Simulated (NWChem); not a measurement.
The numbers come from NWChem runs, not from measurements. System: Te, charge 0, spin multiplicity 3. Its SCF solution wasn't tested for a lower state. Level: UCCSD(T)/def2-SVP with def2 effective core potentials on Te, 4 core orbitals frozen.

Input file:

```
start mol
memory heap 100 mb stack 700 mb global 1900 mb
geometry units angstroms nocenter noautoz
  Te     0.000000     0.000000     0.000000
  symmetry group D2h
end
basis spherical
  * library def2-svp
end
ecp
  Te library def2-ecp
end
scf
  uhf
  nopen 2
  maxiter 100
  thresh 1e-7
  semidirect memsize 60000000 filesize 0
  # guess.movecs holds the orbitals of an unrestricted PBE0 run
  vectors input guess.movecs output mol.movecs
end
tce
  freeze core 4
  ccsd(t)
  thresh 1e-6
  maxiter 100
  tilesize 24
end
task tce energy
```

NWChem printed:

```
             Northwest Computational Chemistry Package (NWChem) 7.3.0
             --------------------------------------------------------

                                NWChem Input Module
                                -------------------

 Scaling coordinates for geometry "geometry" by  1.889725989
 (inverse scale =  0.529177249)

                             Geometry "geometry" -> ""
                             -------------------------

 Output coordinates in angstroms (scale by  1.889725989 to convert to a.u.)

  No.       Tag          Charge          X              Y              Z
 ---- ---------------- ---------- -------------- -------------- --------------
    1 Te                  52.0000     0.00000000     0.00000000     0.00000000

 Effective nuclear repulsion energy (a.u.)       0.0000000000

            Nuclear Dipole moment (a.u.)
            ----------------------------
        X                 Y               Z
 ---------------- ---------------- ----------------
     0.0000000000     0.0000000000     0.0000000000

      Symmetry information
      --------------------

 Group name             D2h
 Group number             26
 Group order               8
 No. of unique centers     1

      Symmetry unique atoms

     1


 Summary of "ao basis" -> "" (spherical)
 ------------------------------------------------------------------------------
       Tag                 Description            Shells   Functions and Types
 ---------------- ------------------------------  ------  ---------------------
 *                          def2-svp                  on all atoms

 Summary of "ao basis" -> "ao basis" (spherical)
 ------------------------------------------------------------------------------
       Tag                 Description            Shells   Functions and Types
 ---------------- ------------------------------  ------  ---------------------
 Te                         def2-svp                10       26   4s4p2d

                                 NWChem SCF Module
                                 -----------------

  ao basis        = "ao basis"
  functions       =    26
  atoms           =     1
  alpha electrons =    13
  beta  electrons =    11
  charge          =   0.00
  wavefunction    = UHF
  use symmetry    = T
  symmetry adapt  = T

 Summary of "ao basis" -> "ao basis" (spherical)
 ------------------------------------------------------------------------------
       Tag                 Description            Shells   Functions and Types
 ---------------- ------------------------------  ------  ---------------------
 Te                         def2-svp                10       26   4s4p2d

      Symmetry analysis of basis
      --------------------------

        ag          8
        au          0
        b1g         2
        b1u         4
        b2g         2
        b2u         4
        b3g         2
        b3u         4

 Forming initial guess at       0.0s

   Symmetry analysis of molecular orbitals - initial alpha
   -------------------------------------------------------

  Numbering of irreducible representations:

     1 ag          2 au          3 b1g         4 b1u         5 b2g
     6 b2u         7 b3g         8 b3u

  Orbital symmetries:

     1 ag          2 b3u         3 b1u         4 b2u         5 ag
     6 b2g         7 b3g         8 b1g         9 ag         10 ag
    11 b3u        12 b1u        13 b2u        14 ag         15 b2g
    16 ag         17 b3u        18 b1u        19 b3g        20 b1g
[...]
           0.000000000000           0.000000000000           0.000000000000
           0.000000000000           0.000000000000           0.000000000000
           0.000000000000           0.000000000000           0.000000000000

  Mulliken analysis of the total density
  --------------------------------------

    Atom       Charge   Shell Charges
 -----------   ------   -------------------------------------------------------
    1 Te  24    24.00   1.77  0.27  1.26  0.70  2.89  3.15  1.95  2.01  9.85  0.15

  Mulliken analysis of the alpha density
  --------------------------------------

    Atom       Charge   Shell Charges
 -----------   ------   -------------------------------------------------------
    1 Te  24    13.00   0.88  0.14  0.62  0.36  1.41  1.61  1.50  1.48  4.91  0.09

   Mulliken analysis of the beta density
   -------------------------------------

    Atom       Charge   Shell Charges
 -----------   ------   -------------------------------------------------------
    1 Te  24    11.00   0.88  0.14  0.64  0.34  1.47  1.54  0.46  0.53  4.94  0.07

   Mulliken analysis of the spin density
   -------------------------------------

    Atom       Charge   Shell Charges
 -----------   ------   -------------------------------------------------------
    1 Te  24     2.00   0.00 -0.00 -0.02  0.02 -0.06  0.08  1.04  0.95 -0.02  0.02

       Multipole analysis of the density wrt the origin
       ------------------------------------------------

     L   x y z        total         alpha         beta         nuclear
     -   - - -        -----         -----         ----         -------
     0   0 0 0     -0.000000    -13.000000    -11.000000     24.000000

     1   1 0 0      0.000000      0.000000      0.000000      0.000000
     1   0 1 0      0.000000      0.000000      0.000000      0.000000
     1   0 0 1      0.000000      0.000000      0.000000      0.000000

     2   2 0 0    -18.739140    -12.620187     -6.118953      0.000000
     2   1 1 0      0.000000      0.000000      0.000000      0.000000
     2   1 0 1     -0.000000      0.000000     -0.000000      0.000000
     2   0 2 0    -22.243901    -12.539609     -9.704292      0.000000
     2   0 1 1     -0.000000     -0.000000     -0.000000      0.000000
     2   0 0 2    -18.739140    -12.620187     -6.118953      0.000000

                   NWChem Extensible Many-Electron Theory Module
                   ---------------------------------------------


            General Information
            -------------------
      Number of processors :     1
         Wavefunction type : Unrestricted Hartree-Fock
          No. of electrons :    24
           Alpha electrons :    13
            Beta electrons :    11
           No. of orbitals :    52
            Alpha orbitals :    26
             Beta orbitals :    26
        Alpha frozen cores :     4
         Beta frozen cores :     4
     Alpha frozen virtuals :     0
      Beta frozen virtuals :     0
         Spin multiplicity : triplet
    Number of AO functions :    26
       Number of AO shells :    10
        Use of symmetry is : on
      Symmetry adaption is : on
         Schwarz screening : 0.10D-09

          Correlation Information
          -----------------------
          Calculation type : Coupled-cluster singles & doubles w/ perturbation
   Perturbative correction : (T)
            Max iterations :      100
        Residual threshold : 0.10D-05
     T(0) DIIS level shift : 0.00D+00
     L(0) DIIS level shift : 0.00D+00
     T(1) DIIS level shift : 0.00D+00
     L(1) DIIS level shift : 0.00D+00
     T(R) DIIS level shift : 0.00D+00
     T(I) DIIS level shift : 0.00D+00
   CC-T/L Amplitude update :  5-th order DIIS
                I/O scheme : Global Array Library
        L-threshold :  0.10D-05
        EOM-threshold :  0.10D-05
 no EOMCCSD initial starts read in
 TCE RESTART OPTIONS
 SLICE:      F
 D4D5:       F
 quantumc:   F
 qrotation:  F
 pwtce:      F
 qducc:      F
 nacto:                         0
 nrotv:                         0
 nrot:                          0

            Memory Information
            ------------------
          Available GA space size is     249035448 doubles
          Available MA space size is     104851116 doubles

 Maximum block size supplied by input
 Maximum block size        24 doubles

 tile_dim =      4

 -------------------------------------------------

 Global array virtual files algorithm will be used

 Parallel file system coherency ......... OK


 half-transformed integrals in memory

 2-e (intermediate) file size =          688168
 2-e (intermediate) file name = ./mol.v2i

 2-e integrals stored in memory



CCSD iterations
 ---------------------------------------------------------
 Iter          Residuum       Correlation     Cpu    Wall
 ---------------------------------------------------------
    1   0.0638562945802  -0.0773342092961     0.9     0.9
    2   0.0176846524398  -0.0874598303441     1.0     1.0
    3   0.0065055458930  -0.0893955702458     0.9     0.9
    4   0.0026100699636  -0.0899349751234     0.9     0.9
    5   0.0010926297524  -0.0901196576433     0.9     0.9
    6   0.0000924101025  -0.0902360400041     1.1     1.1
    7   0.0000405721757  -0.0902339265826     1.1     1.1
    8   0.0000218358261  -0.0902338588256     0.9     0.9
    9   0.0000120343816  -0.0902337856741     1.0     1.0
   10   0.0000066759145  -0.0902337682271     1.0     1.0
   11   0.0000002518042  -0.0902337633334     0.9     0.9
 -----------------------------------------------------------------
 Iterations converged
 CCSD correlation energy / hartree =        -0.090233763333381
 CCSD total energy / hartree       =      -267.087046371800909

 Singles contributions

 Doubles contributions
 CCSD(T)
 Using plain CCSD(T) code
             total no. of tasks         7298
 total no. of tasks / no. procs         7298
                         wl_min            1           1.0
                         wl_max         1728           3.5
        thresh for no. of tasks         7298

 CCSD[T]  correction energy / hartree =        -0.001261505322948
 CCSD[T] correlation energy / hartree =        -0.091495268656329
 CCSD[T] total energy / hartree       =      -267.088307877123839
 CCSD(T)  correction energy / hartree =        -0.001215252294546
 CCSD(T) correlation energy / hartree =        -0.091449015627927
 CCSD(T) total energy / hartree       =      -267.088261624095480

 Task  times  cpu:       12.4s     wall:       12.4s

 Total times  cpu:       12.5s     wall:       12.5s
```
